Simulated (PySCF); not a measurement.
J couplings in C5H10Ge

Geometry:
```csv
atom,x (Å),y (Å),z (Å)
C1,2.286,0.680,0.221
Ge2,0.807,-0.447,-0.373
C3,-0.651,0.580,-1.220
C4,-1.782,0.412,-0.243
C5,-1.634,-0.357,0.847
C6,-0.335,-1.066,1.113
H7,1.901,1.497,0.850
H8,3.010,0.099,0.811
H9,2.814,1.121,-0.637
H10,1.335,-1.597,-1.257
H11,-0.915,0.194,-2.219
H12,-0.386,1.642,-1.359
H13,-2.734,0.922,-0.431
H14,-2.465,-0.476,1.553
H15,0.083,-0.799,2.099
H16,-0.464,-2.161,1.120
```

Indirect spin–spin couplings were computed at B3LYP/pcJ-1 (pcSseg-1 on Ge) (without the spin–dipole term) (PySCF 2.14) on a PBE0-D3(BJ)/def2-SVP structure, for the isolated molecule, without vibrational or relativistic corrections. Couplings are averaged over pairs made equivalent by symmetry, fast rotation or ring inversion, so a value needn't be that of the named pair in this geometry, while other rotamers aren't included; one pair stands for each set, and the list holds a selection of those of at least 0.8 Hz over up to four bonds.

Isotopes: $^{13}$C, $^{1}$H.

| pair | bonds | J (Hz) |
| --- | --- | --- |
| C1, H7 | 1 | ? |
| C3, C4 | 1 | 41.5 |
| C3, H11 | 1 | 138.6 |
| C3, H12 | 1 | 137.5 |
| C4, C5 | 1 | 76.9 |
| C4, H13 | 1 | ? |
| C1, H10 | 2 | ? |
| C3, H10 | 2 | ? |
| C3, H13 | 2 | 6.4 |
| C4, H12 | 2 | -6.6 |
| H7, H8 | 2 | -13.4 |
| H11, H12 | 2 | ? |
| C1, C4 | 3 | 0.8 |
| C1, H11 | 3 | 2.8 |
| C1, H12 | 3 | 2.1 |
| C3, H7 | 3 | 2.0 |
| C3, H14 | 3 | ? |
| C4, H10 | 3 | 2.8 |
| C4, H15 | 3 | 8.0 |
| C4, H16 | 3 | ? |
| H7, H10 | 3 | 2.7 |
| H10, H12 | 3 | 1.2 |
| H11, H13 | 3 | 4.1 |
| H11, H14 | 4 | -3.4 |
| H11, H15 | 4 | ? |
| H11, H16 | 4 | 2.8 |

Estimate the withheld couplings, with signs.

Results:


- $^{1}J$(C1,H7) = 135.4 Hz (bond length 1.100 Å, sp3 carbon)
- $^{1}J$(C4,H13) = 165.8 Hz (bond length 1.096 Å, sp2 carbon)
- $^{2}J$(C1,H10) = 12.4 Hz (angle at Ge2 110°)
- $^{2}J$(C3,H10) = 9.8 Hz (angle at Ge2 113°)
- $^{2}J$(H11,H12) = -20.0 Hz (angle at C3 106°)
- $^{3}J$(C3,H14) = 10.4 Hz (dihedral angle 180°)
- $^{3}J$(C4,H16) = 7.6 Hz (dihedral angle 118°)
- $^{4}J$(H11,H15) = 3.9 Hz

Relativistic effects of the heavier atoms present are left out.
